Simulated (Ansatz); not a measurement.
`O[SiH]1CCO1` + `CC[SiH2]S` → `S[SiH]1CCO1` + `CC[SiH2]O`  (redistribution)

Program: Ansatz. Geometries: PBE0-D4/def2-TZVP. ΔE: electronic, gas phase. CBS: MP2 limit from def2 TZ/QZ plus the TZ coupled-cluster correction, frozen cores. DFT in def2-TZVPP. B3LYP here is the variant with VWN-RPA as its local correlation; programs differ in this. One conformer a species, not always the lowest.

`O[SiH]1CCO1`:

Cartesian coordinates in Å:
```
O 0.391 -2.292 0.321
Si -0.500 -0.950 0.052
C 0.204 0.511 -0.883
C -0.019 1.231 0.462
O -0.520 0.155 1.294
H 1.275 -2.180 0.676
H -1.823 -1.490 -0.335
H -0.384 0.905 -1.712
H 1.249 0.446 -1.186
H -0.767 2.026 0.406
H 0.894 1.637 0.905
```

`CC[SiH2]S`:

```xyz
12

C     1.517    0.690    0.472
C     0.023    0.695    0.160
Si   -0.660   -1.021   -0.142
S    -2.767   -1.028   -0.532
H     1.735    0.112    1.374
H     2.096    0.251   -0.345
H     1.895    1.703    0.633
H    -0.547    1.146    0.979
H    -0.183    1.305   -0.726
H     0.077   -1.658   -1.268
H    -0.517   -1.871    1.069
H    -2.670   -0.324   -1.672
```

`S[SiH]1CCO1`:

Cartesian coordinates in Å:
```
S 0.991 2.276 -0.896
Si -0.016 0.840 0.309
C -0.729 -0.639 -0.583
C 0.298 -1.408 0.275
O 0.926 -0.334 1.018
H 0.794 3.282 -0.029
H -0.832 1.610 1.281
H -0.554 -0.696 -1.657
H -1.769 -0.886 -0.374
H 1.053 -1.933 -0.315
H -0.161 -2.112 0.973
```

`CC[SiH2]O`:

Cartesian coordinates in Å:
```
C -1.064 1.008 -0.351
C -0.567 0.035 0.715
Si 0.842 -1.049 0.141
O 2.165 -0.169 -0.318
H -1.401 0.481 -1.248
H -0.274 1.701 -0.654
H -1.902 1.611 0.008
H -0.243 0.579 1.609
H -1.380 -0.626 1.040
H 0.369 -1.883 -1.004
H 1.310 -1.927 1.242
H 2.146 0.240 -1.183
```

```json
{"level": "PBE-D4", "ΔE (kJ/mol)": "17.1"}
{"level": "B3LYP-D4", "ΔE (kJ/mol)": "16.7"}
{"level": "PBE0", "ΔE (kJ/mol)": "18.7"}
{"level": "B3LYP", "ΔE (kJ/mol)": "17.9"}
{"level": "HF/def2-QZVPP", "ΔE (kJ/mol)": "19.1"}
{"level": "MP2/def2-QZVPP", "ΔE (kJ/mol)": "18.2"}
{"level": "HF/CBS(def2)", "ΔE (kJ/mol)": "19.1"}
{"level": "MP2/CBS(def2)", "ΔE (kJ/mol)": "17.9"}
```

Problem. What does CCSD(T)/CBS give? (Best estimate.)

Solution. Ansatz gave: +18.2 kJ/mol. The listed levels differ from it by -1.1, -1.5, 0.5, -0.3, 0.9, 0.0, 0.9, -0.3 kJ/mol.

Largest T1 diagnostic among the species: 0.012.
